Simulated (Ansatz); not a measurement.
A geometry relaxed with Ansatz (a first-principles code) with B3LYP-D3(BJ)/def2-TZVP, charge 0, multiplicity 1:

```xyz
12

C      1.9615     0.3863     0.5527
C      1.0280    -0.4577     0.1252
H      0.1296     0.8188    -1.3434
Ge    -1.8130     0.0355     0.0911
H      1.0230    -1.4716     0.5176
C     -0.0629    -0.1260    -0.8330
H      2.7096     0.0830     1.2730
H     -2.9421     0.2461    -0.9374
H      2.0088     1.4090     0.1956
H     -2.0973    -1.2502     0.8906
H     -1.7696     1.2305     1.0595
H     -0.1757    -0.9036    -1.5916
```

### Question
Write the SMILES of this molecule.

### Answer
`C=C[CH2][GeH3]`
